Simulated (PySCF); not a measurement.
# Identify the compound

The spectra below were simulated for a compound C₂H₈O₂Si₃.

1H NMR (400 MHz, computed): δ 4.23 (d, 2H), 3.33 (s, 3H), 1.83 (t, 1H), 1.44 (br s, 2H).

13C{1H} NMR (computed): δ 105.2 (CH), 84.8 (C).

Level of theory: coordinates at the GFN2-xTB level, shielding tensors at PBE0/pcSseg-1 (GIAO), in PySCF 2.14 (relativity neglected, rapidly exchanging positions averaged, one computed conformer, isolated molecule).

Shifts are taken against calculated references (same method and geometry level): 1H (σref 31.72) and 13C (σref 186.93) against TMS.

Question: Which of these isomers gave the spectra?
A. C#C[SiH2][Si](O)(O)[SiH3]
B. C#C[SiH2][Si@@H](O)O[SiH3]
C. C#C[SiH2]O[SiH2][SiH2]O

Answer: A. 

1. Rings plus π bonds: 2 (no ring in the answer).
2. 2 carbon signals for 2 carbons: no two carbons are equivalent.
3. Carbon types of the structure: 1 × C, 1 × CH, leaving 7 H on heteroatoms.
4. δC 105.2: terminal alkyne carbon.
5. δC 84.8: alkyne carbon; the triple bond shields along its axis, which puts it between sp3 and sp2 carbons.
6. δH 4.23: hydrogen on a silicon bonded to C, Si.
7. δH 1.83: hydrogen on a terminal alkyne carbon; it lies on the axis of the triple bond, in its shielding cone.
8. δH 1.44: hydrogen on an oxygen bonded to Si; exchangeable; this is the value without hydrogen bonding to other molecules.

The others: C#C[SiH2]O[SiH2][SiH2]O would give 4 signals for carbon-bound and other non-exchanging H, not 3; C#C[SiH2][Si@@H](O)O[SiH3] would give 5 signals for carbon-bound and other non-exchanging H, not 3.

OH and NH positions are those of a molecule without intermolecular hydrogen bonds; in solution they move with solvent, concentration and temperature, and exchange usually removes their couplings. Shifts are as computed. Against solution values, carbons near 30 ppm lie about +3 ppm off and those near 130 ppm about +5 ppm. Of 1211 compounds with measured shifts, 218 miss one by over three times the rms of a fit or turn the order of signals round; such compounds aren't used in these exercises. Multiplicities follow the n + 1 count of equivalent neighbours, as no J values were calculated; m marks all less simple cases, F and P coupling included.
